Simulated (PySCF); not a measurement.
**NMR data sheet: C8H10Si**

* Formula: C8H10Si
* SMILES: c1ccc([SiH]2CC2)cc1
* InChI: InChI=1S/C8H10Si/c1-2-4-8(5-3-1)9-6-7-9/h1-5,9H,6-7H2
* Degrees of unsaturation: 5
* Carbon signals: 5
* Proton signals: 6

Atoms are numbered as in `[cH:1]1[cH:2][cH:3][c:4]([SiH:5]2[CH2:6][CH2:7]2)[cH:8][cH:9]1`; H(Xn) means a hydrogen on atom n. Ha(C6), Ha(C7) are cis to C4 on the ring; Hb(C6), Hb(C7) are trans to C4 on the ring.

Equivalent nuclei averaged, single conformer, no solvent, no relativistic terms. Shielding tensors at PBE0/pcSseg-1 (GIAO); geometry from GFN2-xTB; PySCF 2.14.0 with density-fitted response routines.

Scale: ¹H (σref 31.72), ¹³C (σref 186.93), ²⁹Si (σref 349.16) vs TMS (reference shieldings calculated alike).

| carbon | δC, type | δH (multiplicity) | HMBC from (2–3 bonds) | span of the C tensor (ppm) |
| --- | --- | --- | --- | --- |
| C1 | 135.2, CH | 7.63 (m) | H(C3)/H(C8), H(C2)/H(C9) | 238 |
| C2/C9 | 133.2, CH | 7.59 (m) | H(C3)/H(C8), H(C1), H(C2)/H(C9) | 237 |
| C3/C8 | 139.3, CH | 7.65 (m) | H(C3)/H(C8), H(C1), H(C2)/H(C9), H(Si5) | 249 |
| C4 | 137.2, C | – | H(C3)/H(C8), H(C2)/H(C9), H(Si5), Ha(C6)/Ha(C7), Hb(C6)/Hb(C7) | 230 |
| C6/C7 | -0.6, CH2 | Ha(C6) 0.88 (m); Hb(C6) 0.75 (m) | H(Si5), Ha(C6)/Ha(C7), Hb(C6)/Hb(C7) | 44 |

Other nuclei:
```
 atoms  nucleus                                                environment  δ (ppm)  σ (ppm)
H(Si5)       ¹H  hydrogen on a silicon bonded to 3 C, in a 3-membered ring     3.61    28.11
   Si5     ²⁹Si             silicon bonded to 3 C, H, in a 3-membered ring   -125.3    474.5
```

Carbon types of the structure: 1 × C, 5 × CH, 2 × CH2, leaving 1 H on heteroatoms. δC 139.3, 135.2, 133.2: aromatic CH; the aromatic region. δC 137.2: substituted aromatic carbon. δC -0.6: three-membered-ring carbon; carbons of three-membered rings are unusually shielded. δH 7.65, 7.63, 7.59: hydrogen on an aromatic CH; it sits in the deshielding region of the aromatic ring current. δH 0.88, 0.75: hydrogen on a three-membered-ring carbon; cyclopropane-type protons are shielded by the ring.

Shifts are as computed. Against solution values, carbons near 30 ppm lie about +3 ppm off and those near 130 ppm about +5 ppm. Of 1211 compounds with measured shifts, 218 miss one by over three times the rms of a fit or turn the order of signals round; such compounds aren't used in these exercises. Multiplicities follow the n + 1 count of equivalent neighbours, as no J values were calculated; m marks all less simple cases, F and P coupling included.
